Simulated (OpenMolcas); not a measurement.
# Potential curves of SnH⁺: spin-free states

Calculated with OpenMolcas 26.06: state-averaged CASSCF(4,5) over Sn 5s 5p, H 1s, XMS-CASPT2 (IPEA 0.25, imaginary shift 0.2 hartree), scalar X2C, ANO-RCC-VTZP, then RASSI spin–orbit state interaction with atomic mean-field integrals. C2 symmetry about the axis (a holds Σ, Δ, Γ; b holds Π, Φ, H; Σ⁺ and Σ⁻ are not told apart); roots by multiplicity and irrep: 1a 1, 3b 2, 1b 2, 3a 2.

XMS-CASPT2 energies in eV from the lowest point. Curves are followed by energy order within each symmetry, so they are adiabatic and may change character at avoided crossings; Σ⁺ and Σ⁻ are counted together.

| R (Å) | (1)1Σ | (1)3Π | (1)1Π |
| --- | --- | --- | --- |
| 1.520 | 0.447 | 2.741 | 3.640 |
| 1.609 | 0.147 | 2.466 | 3.289 |
| 1.688 | 0.023 | 2.333 | 3.079 |
| 1.768 | 0.000 | 2.267 | 2.936 |
| 1.856 | 0.058 | 2.250 | 2.821 |
| 1.945 | 0.176 | 2.250 | 2.757 |
| 2.069 | 0.405 | 2.289 | 2.685 |
| 2.228 | 0.753 | 2.339 | 2.621 |
| 2.475 | 1.299 | 2.415 | 2.579 |
| 2.829 | 1.926 | 2.500 | 2.565 |
| 3.359 | 2.432 | 2.583 | 2.596 |
| 4.066 | 2.634 | 2.634 | 2.627 |

(1) With masses 119.902 and 1.008 u, fit the curves (1)1Σ near their minima.

Left out for impure symmetry, kinks or missing points, though low: (1)3Σ. Only roots inside an energy window near the equilibrium distance were included, so the list of states is not complete; labels number the states computed. Each spin and symmetry block has orbitals of its own, averaged over its own roots, so gaps between blocks are less sure than gaps within one and near the minimum can be off by tenths of an eV, in bad cases by more. No Rydberg orbitals are active, so Rydberg states, and σ→σ* states whose orbital the CASSCF left unused, can be missing between those listed. At stretched bonds a block can hold a wrong CASSCF solution and miss its lowest state; points past a visible jump are left out. Points that failed a check (symmetry, reference weights, a jump) are left out.

## Answers

(1) At XMS-CASPT2, Te from the lowest curve (the fit fixes ωe to a per cent or two; the method's Re and ωe can be off by some per cent):

```json
{"curve": "(1)1Σ", "Te (cm⁻¹)": "0", "Re (Å)": "1.750", "ωe (cm⁻¹)": "1821.1"}
```
